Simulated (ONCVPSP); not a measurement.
**How hard is this iridium (Ir) ONCV potential?**

ONCVPSP 4.0.1 input, shortened (lines: element, Z, core and valence counts, functional; n l f; lmax; l rc ep ncon nbas qcut; lloc lpopt rc5 dvloc0; l nproj debl; icmod fcfact rcfact), PBE, fully relativistic:

```
  Ir 77.00    9    5        4      upf
    1    0    2.00
    2    0    2.00
    2    1    6.00
    3    0    2.00
    3    1    6.00
    3    2   10.00
    4    0    2.00
    4    1    6.00
    4    2   10.00
    4    3   14.00
    5    0    2.00
    5    1    6.00
    5    2    7.00
    6    0    1.50
    3
    0    1.76    0.00    4    7    5.00
    1    1.22    0.00    3    6    7.10
    2    1.70    0.00    3    8    8.50
    3    0.64    0.00    4    9   26.50
    4    5    0.64    0.00
    0    3    1.80
    1    2    3.60
    2    2    1.40
    3    1    1.30
    3    4.25    1.40
```

Open shells are filled in proportion to 2j + 1.

Q: For each optimised wave give the share of its norm inside rc, the residual kinetic energy above qcut (Ha) and the cutoffs (Ha) for errors of 10, 1, 0.1 and 0.01 mHa per electron.

A:

```
               wave  norm inside rc  residual KE  10 mHa  1 mHa  0.1 mHa     0.01 mHa
                 5s           0.981      4.2e-04     5.8    7.8     34.6         44.0
                 6s           0.117      1.2e-03     5.2   13.3     46.0         56.2
      s projector 3           0.149      3.6e-03     7.6   16.7     43.7         56.7
           5p j=3/2           0.598      2.7e-03    20.1   45.1    102.4  not reached
p projector 2 j=3/2           0.047      1.2e-03    12.0   26.0     52.0         90.7
           5p j=1/2           0.701      2.5e-03    16.6   47.5    106.6  not reached
p projector 2 j=1/2           0.045      1.3e-03    11.3   26.4     57.3         93.1
           5d j=5/2           0.570      2.6e-08    13.8   18.3     21.9         25.1
d projector 2 j=5/2           0.171      5.4e-08    13.9   18.3     21.6         24.5
           5d j=3/2           0.608      1.5e-08    14.8   19.4     23.4         26.8
d projector 2 j=3/2           0.167      3.4e-08    14.7   19.2     22.9         26.1
           4f j=7/2           0.725      2.0e-05   271.4  305.4    330.7        490.9
           4f j=5/2           0.735      2.2e-05   272.4  306.1    331.4        501.1
```

The occupied waves need 306 Ha and 331 Ha for 1 and 0.1 mHa. Note: ghosts flagged at negative energy: s at -359.2 eV, p3/2 at -106.5 eV, p1/2 at -26.5 eV; GHOST(+) flagged for d5/2 at 182.9 eV. A true bound ghost makes a file unfit for plane-wave use.
